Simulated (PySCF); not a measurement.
C₂H₆Se, SMILES C[Se]C (connectivity only; charge and spin as stated), charge +1, multiplicity 2. Atoms are numbered in the order given.

```xyz
9

C      1.4830     0.0000     0.7888
Se     0.0000     0.0000    -0.4569
C     -1.4830     0.0000     0.7888
H      1.4096     0.9027     1.4170
H      2.4098     0.0000     0.2003
H      1.4096    -0.9027     1.4170
H     -1.4096     0.9027     1.4170
H     -2.4098     0.0000     0.2003
H     -1.4096    -0.9027     1.4170
```
Charge +1, spin multiplicity 2.

Geometry optimised at B3LYP-D3(BJ)/def2-SVP. The multiplicity is an assumed one; other spin states were not compared.

These are PBE/def2-TZVPD (PySCF) values and carry that method's errors.

Mulliken values depend strongly on the basis, most of all with diffuse functions as here. ESP charges are fitted to the potential on shells at 1.4 to 2.0 van der Waals radii. Atomic charges (e):

```tsv
atom	ESP fit	Mulliken	Mulliken spin
C1	-0.50	-0.60	-0.06
Se2	0.57	0.53	0.98
C3	-0.50	-0.60	-0.06
H4	0.24	0.29	0.04
H5	0.25	0.25	0.00
H6	0.24	0.29	0.04
H7	0.24	0.29	0.04
H8	0.25	0.25	0.00
H9	0.24	0.29	0.04
```
